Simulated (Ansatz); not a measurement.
Species: C₅H₆S, charge 0, multiplicity 1. 
Geometry from a B3LYP-D3(BJ)/def2-TZVP (Ansatz, a program for electronic structure) optimisation:
```
C
C 1 1.3662
H 2 1.0813 1 122.60
C 2 1.4235 3 123.86 1 -180.00
C 4 1.3624 2 112.59 3 180.00
H 5 1.0773 4 128.40 2 180.00
H 4 1.0805 5 123.44 6 0.00
C 1 1.4943 2 128.32 3 0.00
H 8 1.0901 1 109.71 2 0.00
H 8 1.0923 9 107.92 1 122.06
H 8 1.0923 9 107.92 10 115.88
S 5 1.7219 6 120.34 4 180.00
```

Atomisation energy built up term by term with Ansatz (kcal/mol; UHF references for open shells; valence terms freeze the core; atomic spin-orbit terms are left out). CBS marks a two-point X^-3 extrapolation of the correlation energy; Hartree-Fock from the larger set.

The Hartree-Fock reference is unstable (checked in the largest basis), which strains HF and MP2. 

```json
[
 {"term": "Hartree-Fock", "basis": "cc-pV(Q+d)Z", "kcal/mol": "922.71"},
 {"term": "CCSD correlation", "basis": "CBS(cc-pV(T+d)Z,cc-pV(Q+d)Z)", "kcal/mol": "307.57"},
 {"term": "(T)", "basis": "CBS(cc-pV(T+d)Z,cc-pV(Q+d)Z)", "kcal/mol": "27.12"},
 {"term": "core correlation", "basis": "cc-pwCVTZ", "kcal/mol": "6.25"},
 {"term": "scalar relativity (X2C)", "basis": "cc-pVTZ-DK against cc-pVTZ", "kcal/mol": "-1.24"},
 {"term": "sum: De", "basis": "", "kcal/mol": "1262.4"}
]
```

(T) makes 2.2 % of the CCSD(T) atomisation energy; under 5 % is typical of single-reference molecules.
